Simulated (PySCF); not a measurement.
Species: C8H9P.
Atom-mapped SMILES: `[cH:1]1[cH:2][cH:3][c:4]2[c:5]([cH:6]1)[CH2:7][CH2:8][PH:9]2`

Geometry (GFN2-xTB, Å), atoms numbered from 1 in this order:
```
atom  x, y, z in Å
C1     2.3369    0.6548    0.1611
C2     2.4255   -0.5408   -0.5318
C3     1.2802   -1.2635   -0.8264
C4     0.0508   -0.7786   -0.4158
C5    -0.0429    0.4299    0.2772
C6     1.1044    1.1431    0.5685
C7    -1.4402    0.8148    0.6630
C8    -2.3846    0.0689   -0.2829
P9    -1.5792   -1.5570   -0.7164
H10    3.2333    1.2146    0.3841
H11    3.3901   -0.9094   -0.8482
H12    1.3412   -2.1944   -1.3712
H13    1.0393    2.0773    1.1084
H14   -1.6190    0.4984    1.6965
H15   -1.5923    1.8943    0.6131
H16   -3.3778   -0.0875    0.1399
H17   -2.5036    0.6271   -1.2173
H18   -1.6708   -2.0858    0.5865
```

Probes without a nucleus sit at each ring's centroid and 1 Å off its mean plane on both sides; NICS is minus the shielding there, NICSzz its component along the normal. Level: GIAO PBE0/pcSseg-1 (PySCF, non-relativistic, gas phase) on the GFN2-xTB geometry, one conformer.

Rings: 1. C1–C2–C3–C4–C5–C6; 2. C4–C5–C7–C8–P9.

```tsv
set	NICS(0)	NICS(1), two faces	NICS(1)zz, two faces
P	-1.3	-3.7 / -2.0	-0.4 / 1.5
Q	-8.0	-10.9 / -11.3	-27.0 / -27.9
```

Problem. Which set (ppm) belongs to which ring?

Solution. P = 2, Q = 1.
- 1 (6-membered carbocycle; formal bonds all aromatic): mean NICS(1)zz -27.5 ppm, shielded. The ring is flat and has no four-coordinate atom; by the NICS criterion it is aromatic, though in fused rings the probe also feels the neighbouring ring.
- 2 (5-membered ring with P; formal bonds 1 aromatic, 4 single): mean NICS(1)zz 0.5 ppm, near zero. C7, C8 have four or more neighbours, and the NICS criterion for π rings isn't applied.

Problem. How do the rings differ in shape?

Solution. 
```json
{"ring": "1", "bond lengths (Å)": "1.385, 1.386, 1.384, 1.396, 1.382, 1.387", "rms pucker (Å)": "0.00", "HOMA": "0.99", "nearest outside atom to a NICS(1) probe (Å)": "hydrogen 2.65"}
{"ring": "2", "bond lengths (Å)": "1.396, 1.500, 1.531, 1.866, 1.831", "rms pucker (Å)": "0.15", "HOMA": "–", "nearest outside atom to a NICS(1) probe (Å)": "hydrogen 1.50"}
```

HOMA = 1 − mean of α(R − Ropt)² over the ring bonds, with Krygowski's 1993 parameters (CC: Ropt 1.388 Å, α 257.7 Å⁻²). A dash marks a ring with a four-coordinate atom, a triple bond, no multiple bond or a kind of bond without parameters.
